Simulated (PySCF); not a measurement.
SMILES N[SiH2][S][GeH3] (H7GeNSSi) (B3LYP/def2-SVP optimised geometry):

```
11

Si     1.772     0.543     1.381
N      0.904     0.489     2.873
S      1.399    -1.097     0.000
Ge    -0.850    -1.097     0.000
H      3.239     0.445     1.611
H      1.403     1.844     0.758
H      0.973    -0.296     3.514
H      0.024     0.983     2.978
H     -1.281    -1.824    -1.287
H     -1.384     0.352     0.000
H     -1.403    -1.844     1.232
```

Calculation: B3LYP/def2-TZVP run with PySCF.

Question: What are the frontier orbital energies and the dipole moment?

Answer: HOMO-2 -8.55 eV, HOMO-1 -7.42 eV, HOMO -6.87 eV, LUMO -0.43 eV, LUMO+1 -0.01 eV; dipole moment 2.21 D.

On the same geometry PBE/def2-TZVP run with PySCF gives HOMO-2 -7.56 eV, HOMO-1 -6.34 eV, HOMO -5.89 eV, LUMO -1.05 eV, LUMO+1 -0.58 eV; dipole moment 2.24 D.

Meta-Löwdin charges at B3LYP/def2-TZVP: Si1 0.72, N2 -0.73, S3 -0.42, Ge4 0.35, H5 -0.11, H6 -0.12, H7 0.24, H8 0.24, H9 -0.05, H10 -0.07, H11 -0.06.
